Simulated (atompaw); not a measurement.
PBE PAW (atompaw) dataset for beryllium (Be), scalar-relativistic all-electron reference.

Input for atompaw 4.2.0.5:

```
Be 4
GGA-PBE scalarrelativistic loggrid 1500 logderivrange -10 5 376
2 2 0 0 0 0
2 0 1.5
2 1 0.5
0 0 0
v
v
v
2
3.00 2.50 2.25 2.65
n
y
2.8
n
y
0.15
n
bloechl sinc
3 0 vpsmatchnc
PWSCFOUT
UPFDX 0.0125d0 UPFXMIN -7.d0 UPFZMESH 4.d0
END
```

Command:

```bash
atompaw < Be.input > Be.log
```

The program printed (summary file):

```
Completed calculations for Be (AE)

 Exchange-correlation type: GGA, Perdew-Burke-Ernzerhof

 Radial integration grid is logarithmic
 r0 =   1.7861479E-03 h =   7.1445917E-03   n =      1500 rmax =   8.0000000E+01

 Scalar relativistic calculation

 AEatom converged in  21 iterations
   nz     =   4.00
   delta  =       7.194671183544E-17

 All Electron Orbital energies:
  n  l      occupancy      energy
  1  0      2.0000000E+00 -7.8611970E+00
  2  0      1.5000000E+00 -4.3431906E-01
  2  1      5.0000000E-01 -1.6873650E-01

 Total energy
   Total                    :      -29.13335481107901

 ---
 Completed calculations for Be (SC)

 Exchange-correlation type: GGA, Perdew-Burke-Ernzerhof

 Radial integration grid is logarithmic
 r0 =   1.7861479E-03 h =   7.1445917E-03   n =      1500 rmax =   8.0000000E+01

 Scalar relativistic calculation

 SCatom converged in   1 iterations
   nz     =   4.00
   delta  =       1.224233531725E-18

 Valence Electron Orbital energies:
  n  l      occupancy      energy
   1  0      2.0000000E+00 -7.8611970E+00
   2  0      1.5000000E+00 -4.3431906E-01
   2  1      5.0000000E-01 -1.6873650E-01

 Total energy
   Total                    :      -29.13335481109162
   Valence                  :      -29.13335481109165

 PAW parameters:
       lmax =            2
         rc =    3.0104459872666647
        irc =         1041
   rc_shape =    2.4997925036854989
    rc_vloc =    2.2616808543868818
    rc_core =    2.6659315668838839
   Vloc: VPS match (norm-conservation) with l= 3;e=   0.0000E+00
   Projector type: Bloechl + Gram-Schmidt ortho.
   Sinc^2 compensation charge shape zeroed at   2.4998E+00

 Number of basis functions     5
 No.   n  nodes  l      Energy         Cp coeff         Occ
  1    1    0    0   -0.7861197E+01  0.9930161E+01  0.2000000E+01
  2    2    1    0   -0.4343191E+00  0.5248932E+01  0.1500000E+01
  3    2    0    1   -0.1687365E+00  0.4395520E+00  0.5000000E+00
  4  999    1    1    0.2800000E+01  0.1613519E+01  0.0000000E+00
  5  999    0    2    0.1500000E+00  0.2443912E-01  0.0000000E+00

 Eigenvalues of overlap operator (in the basis of projectors):
    1        4.37544918E-01
    2        4.13375253E+00
    3        5.01799448E+00
    4        5.46034656E+00
    5        5.86735680E+02

 Orbital leakage outside PAW augmentation regions
   orb  is_core?  %out_of_sphere
   1 0    F           0.00
   2 0    F          29.89
   2 1    F          45.71

 Summary of PAW energies
   Total valence energy     :    -29.13335575200129
   Smooth energy            :      2.06166349576379
   One center               :    -31.19501924776508
   Smooth kinetic           :      2.48264074733212
   Vloc energy              :     -0.30536388245967
   Smooth exch-corr         :     -0.73429646176369
   One-center xc            :     -4.65875303789456
```

The run took about 1.1 s on one core of a shared server CPU.
